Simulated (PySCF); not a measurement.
## Magnetisability: `[SiH3]C[SiH2]P[SiH3]`, CH11PSi3

Cartesian coordinates in Å; atom numbers follow the order of the lines, from 1:
```xyz
16

Si   -2.4569    0.6559    0.6099
C    -1.3482   -0.0103   -0.7608
Si   -0.2033   -1.4210   -0.2707
P     0.9313   -0.8261    1.6037
Si    2.0038    0.9288    0.6666
H    -3.3362    1.7449    0.0832
H    -3.3204   -0.4374    1.1515
H    -1.6289    1.2091    1.7238
H    -0.7435    0.8227   -1.1594
H    -1.9847   -0.3627   -1.5911
H     0.7280   -1.7531   -1.3949
H    -1.0044   -2.6411    0.0537
H     2.0019   -1.7483    1.3906
H     2.4653    0.6708   -0.7342
H     1.0495    2.0784    0.6442
H     3.1820    1.2867    1.5107
```

The calculation used PySCF, GIAO B3LYP/pcseg-1 magnetisability, rotational g tensor and spin-rotation constants, non-relativistic, gas phase. Geometry: PBE0-D3(BJ)/def2-SVP.

(1) How diamagnetic is it, and how anisotropic?

(2) Split it along the inertial axes a, b, c into diamagnetic and paramagnetic parts about the centre of mass, with the quadrupole moment.

(3) And the rotational g tensor?

Results:

(1) Isotropic -1549 × 10⁻³⁰ J/T², or -93.3 × 10⁻⁶ cm³/mol; principal values -1595, -1535, -1518 × 10⁻³⁰ J/T², anisotropy 70 × 10⁻³⁰ J/T² (root of half the summed squared differences of the principal values). The susceptibility is in cgs units.

(2) 
| axis | χ (10⁻⁶ cm³/mol) | diamagnetic (10⁻⁶ cm³/mol) | paramagnetic (10⁻⁶ cm³/mol) | summed x² of all electrons (Å²) | quadrupole Θ (D Å) |
| --- | --- | --- | --- | --- | --- |
| a | -94.2 | -660.4 | 566.1 | 236.8 | +2.43 |
| b | -93.7 | -1255.0 | 1161.3 | 96.6 | +0.39 |
| c | -92.0 | -1414.4 | 1322.5 | 59.0 | -2.82 |

Anisotropies 2χaa − χbb − χcc = -2.8 and 2χbb − χaa − χcc = -1.3 × 10⁻⁶ cm³/mol. Θ is traceless in Buckingham's convention.

(3) 
| axis | rotational constant (GHz) | g | nuclear part | electronic part |
| --- | --- | --- | --- | --- |
| a | 2.3602 | -0.0285 | 0.5992 | -0.6277 |
| b | 1.0732 | -0.0126 | 0.5729 | -0.5856 |
| c | 0.9440 | -0.0111 | 0.5755 | -0.5865 |

Asymmetric top; isotopes 12C, 1H, 31P, 28Si; no vibrational averaging.
